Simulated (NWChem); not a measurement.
Species: C₂H₇O cation; SMILES CC[OH2+]

```xyz
10

C      0.2885    -1.2588     0.0000
C     -0.6098    -0.0653     0.0000
O      0.1819     1.2369     0.0000
H     -0.3567    -2.1523     0.0000
H      0.9163    -1.3174    -0.9018
H      0.9163    -1.3174     0.9018
H     -1.2343     0.0439     0.8957
H     -1.2343     0.0439    -0.8957
H      0.7326     1.3746    -0.7956
H      0.7326     1.3746     0.7956
```
Atoms are numbered in this order, from 1.

Computed with NWChem. Pople sets run with spherical d functions. Coordinates come from a PBE0/def2-SVP optimisation. Total energies compare along this basis series because the functional is fixed.

| level | basis functions | energy (Ha) | highest occupied level (eV) | orbital gap (eV) |
|---|---|---|---|---|
| PBE0/STO-3G | 22 | -153.2550 | -15.25 | 12.66 |
| PBE0/3-21G | 41 | -154.3239 | -15.71 | ? |
| PBE0/6-31G* | 56 | -155.1561 | -15.70 | 10.31 |
| PBE0/6-31+G* | 68 | -155.1594 | -15.75 | 9.83 |
| PBE0/6-311G** | 96 | -155.2113 | -15.71 | 9.96 |
| PBE0/6-311++G** | 115 | -155.2131 | -15.72 | 9.71 |

**Question.** What belongs in the gaps?

**Answer.** 
- PBE0/3-21G, orbital gap (eV): 10.56
